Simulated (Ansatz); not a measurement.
Reactions of `[CH3][In]([CH3])[OH]`.

Program: Ansatz. Geometries: PBE0-D4/def2-TZVP. ΔE: electronic, gas phase. CCSD(T)/CBS adds triple-zeta CCSD(T) − MP2 to the extrapolated MP2 energy (def2 sets, frozen cores). This one scheme is used for every species. Elements past krypton have def2 core potentials. For Br, Ga, In outer-core shells are correlated without core-valence functions, which leaves a few kJ/mol of doubt a bond. Scalar relativity is left out up to krypton. One conformer a species, not always the lowest.

Q: Order these by ΔE at CCSD(T)/CBS, lowest first. (Estimate.)
A. `[CH3][In]([CH3])[OH]` + `C[SiH](F)CS` → `[CH3][In]([CH3])[F]` + `C[SiH](O)CS`
B. `[CH3][In]([CH3])[OH]` + H–F → `[CH3][In]([CH3])[F]` + H₂O
C. `[CH3][In]([CH3])[OH]` + `[NH2][AlH][N]([SiH3])[SiH3]` → `[CH3][In]([NH2])[OH]` + `[CH3][AlH][N]([SiH3])[SiH3]`
D. `[CH3][In]([CH3])[OH]` + `C=C(C)CC(C)(C)C` → `[CH3][In]([CH3])[C](C)(C)C` + `C=C(C)CO`
E. `[CH3][In]([CH3])[OH]` + `N[SiH2][SiH](F)Br` → `[CH3][In]([OH])[Br]` + `C[SiH](F)[SiH2]N`
F. `[CH3][In]([CH3])[OH]` + `F[SiH](F)Br` → `[CH3][In]([OH])[F]` + `C[SiH](F)Br`
G. `[CH3][In]([CH3])[OH]` + `CCCCCCCBr` → `[CH3][In]([OH])[Br]` + `CCCCCCCC`
H. `[CH3][In]([CH3])[OH]` + `[GaH3]` → `[CH3][In]([OH])[GaH2]` + CH₄

A: G (-39.9 kcal/mol), H (-20.8 kcal/mol), E (-15.0 kcal/mol), B (-10.0 kcal/mol), A (+0.5 kcal/mol), F (+12.8 kcal/mol), C (+15.4 kcal/mol), D (+33.0 kcal/mol).

Largest T1 diagnostic: 0.016, for `[CH3][In]([OH])[F]`.
